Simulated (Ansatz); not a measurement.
Consider the silylene formation by 1,1-elimination: `CS[SiH2][SeH]` → H₂Se + `CS[SiH]`.

Gas-phase electronic energies from Ansatz, PBE0-D4/def2-TZVP geometries. CBS: MP2 limit from def2 TZ/QZ plus the TZ coupled-cluster correction, frozen cores. Functionals use def2-TZVPP. B3LYP here is the variant with VWN-RPA as its local correlation; programs differ in this. For Se outer-core shells are correlated without core-valence functions, which leaves a few kJ/mol of doubt a bond. Scalar relativity is left out up to krypton. Each species was taken in one conformer, which may not be the lowest.

```csv
level,ΔE (kcal/mol),difference from CCSD(T)/CBS
PBE-D4,51.2,-2.3
PBE0-D4,54.9,1.4
B3LYP-D4,50.6,-2.9
ωB97X-V,55.4,1.9
ωB97M-V,51.5,-2.0
PBE,48.7,-4.8
r2SCAN,54.5,1.0
PBE0,52.7,-0.8
B3LYP,46.6,-6.9
SCS-MP2/def2-TZVPP,53.6,0.1
CCSD(T)/def2-TZVPP,51.2,-2.3
HF/def2-QZVPP,50.6,-2.9
MP2/def2-QZVPP,57.6,4.1
SCS-MP2/def2-QZVPP,54.9,1.4
MP2/CBS(def2),58.6,5.1
CCSD/CBS(def2),53.3,-0.2
CCSD(T)/CBS,53.5,0
```

Largest T1 diagnostic among the species: 0.016.

The D4 term adds +4.0 kcal/mol with B3LYP and +2.2 kcal/mol with PBE0; it sums over pairs of atoms, weighted by their polarisabilities, and B3LYP, whose exchange is more repulsive, gets the larger term. From PBE to PBE0 (25 % exact exchange), in def2-TZVPP and without D4, ΔE moves by +4.0 kcal/mol.
